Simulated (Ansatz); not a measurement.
CH6BCl2P (`C[B-]([PH3+])(Cl)Cl`). The species carries charge 0 and has multiplicity 1.

Z-matrix (Å, degrees):
```
C
B 1 1.584
H 1 1.094 2 112.5
H 1 1.094 2 112.5 3 123.2
H 1 1.094 2 108.3 3 -118.4
P 2 1.997 1 111.6 3 -61.6
Cl 2 1.850 1 114.6 3 51.9
Cl 2 1.850 1 114.6 3 -175.2
H 6 1.402 2 112.7 1 180.0
H 6 1.408 2 117.8 1 -61.3
H 6 1.408 2 117.8 1 61.3
```

Task: Give the diagnostics of a CCSD(T)/def2-TZVPP run (frozen core, Ansatz 0.2.0). (An estimate is asked.)

Result: The calculation gave: T1 = 0.0104, largest single amplitude 0.019, largest double 0.030, (T) share of the correlation energy 4.1 %, 9 CCSD cycles. The RHF solution is stable towards an unrestricted one. T1 lies under the customary mark of 0.02 for closed shells.
